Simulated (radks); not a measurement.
Results of a calculation; reference values are marked as such.
Task: Zr I, 40 electrons, occupied as [Kr] 4d2 5s2. Code: a radial shooting solver on a logarithmic mesh with Libxc functionals. Model: scalar-relativistic Kohn-Sham, BLYP, spin-polarised, spherical densities, point nucleus; open shells are filled with parallel spins first (spin-orbit coupling, left out, can overturn this in heavy ions). Some entries of the table are withheld. Estimate them.

| orbital | occ. | eigenvalue (hartree) | <r^2> (bohr^2) |
|---|---|---|---|
| 1s down | 1 | -655.1827 | 0.001853 |
| 1s up | 1 | -655.1825 | 0.001853 |
| 2s up | 1 | -90.77256 | 0.03117 |
| 2s down | 1 | -90.76732 | 0.03117 |
| 2p up | 3 | -80.95584 | 0.02454 |
| 2p down | 3 | -80.95197 | 0.02454 |
| 3s up | 1 | -14.85464 | 0.2412 |
| 3s down | 1 | -14.85162 | 0.2412 |
| 3p up | 3 | -11.65823 | 0.2491 |
| 3p down | 3 | -11.65491 | 0.2491 |
| 3d up | 5 | -6.40987 | 0.2480 |
| 3d down | 5 | -6.40484 | 0.2478 |
| 4s up | 1 | -2.00561 | 1.673 |
| 4s down | 1 | -1.97249 | 1.662 |
| 4p up | 3 | -1.19722 | 2.162 |
| 4p down | 3 | -1.15968 | 2.151 |
| 5s up | 1 | (1) | 15.46 |
| 5s down | 1 | (2) | 16.72 |
| 4d up | 2 | (3) | 6.406 |
| 4d down | 0 | (4) | 7.261 |

Result: 
(1) 5s up eigenvalue (hartree): -0.16498
(2) 5s down eigenvalue (hartree): -0.14701
(3) 4d up eigenvalue (hartree): -0.13978
(4) 4d down eigenvalue (hartree): -0.10367
